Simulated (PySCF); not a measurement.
## Structure elucidation problem

An unknown has the formula C6H10F2Si. Its calculated NMR data are:

1H NMR (300 MHz, computed): δ 6.09 (m, 1H), 3.28 (m, 2H), 2.80 (m, 2H), 2.16 (s, 3H), 1.18 (m, 2H).

13C{1H} NMR (computed): δ 144.8 (C), 137.4 (C), 121.4 (CH), 51.0 (CH2), 24.6 (CH3), 1.2 (CH2).

Computed data (PySCF 2.14): structure optimised with GFN2-xTB, GIAO PBE0/pcSseg-1 shieldings. No solvent, non-relativistic Hamiltonian, averaged over atoms made equivalent by symmetry, fast rotation or ring inversion, single conformer.

Shifts are taken against calculated references (same method and geometry level): 1H (σref 31.72), 13C (σref 186.93) against TMS.

Q: Which of these isomers gave the spectra?
A. C/C=C1\C[SiH2][C@H]1C(F)F
B. F/C=C(/F)[C@@H]([SiH3])C1CC1
C. C/C(CC(F)F)=C1\C[SiH2]1

A: C. 

1. Rings plus π bonds: 2 (1 ring in the answer).
2. 6 carbon signals for 6 carbons: no two carbons are equivalent.
3. Carbon types of the structure: 2 × C, 1 × CH, 2 × CH2, 1 × CH3, leaving 2 H on heteroatoms.
4. δC 144.8, 137.4: fully substituted alkene carbon; as expected for a trigonal carbon in a double bond.
5. δC 121.4: sp3 CH bonded to 2 F; 2 electronegative neighbours deshield it.
6. δC 51.0: allylic sp3 CH2; aliphatic region, no heteroatom directly attached.
7. δH 2.16: hydrogen on an allylic methyl carbon; allylic position.
8. δH 1.18: hydrogen on a three-membered-ring carbon; cyclopropane-type protons are shielded by the ring.

The others: C/C=C1\C[SiH2][C@H]1C(F)F would give 8 signals for carbon-bound and other non-exchanging H, not 5; F/C=C(/F)[C@@H]([SiH3])C1CC1 would give 8 signals for carbon-bound and other non-exchanging H, not 5.

Splittings by 19F in the carbon and heteronuclear signals aren't shown, as no couplings were computed. Shifts are as computed. Against solution values, carbons near 30 ppm lie about +3 ppm off and those near 130 ppm about +5 ppm. Of 1309 compounds with measured shifts, 239 miss one by over three times the rms of a fit or turn the order of signals round; such compounds aren't used in these exercises. Multiplicities follow the n + 1 count of equivalent neighbours, as no J values were calculated; m marks all less simple cases, F and P coupling included.
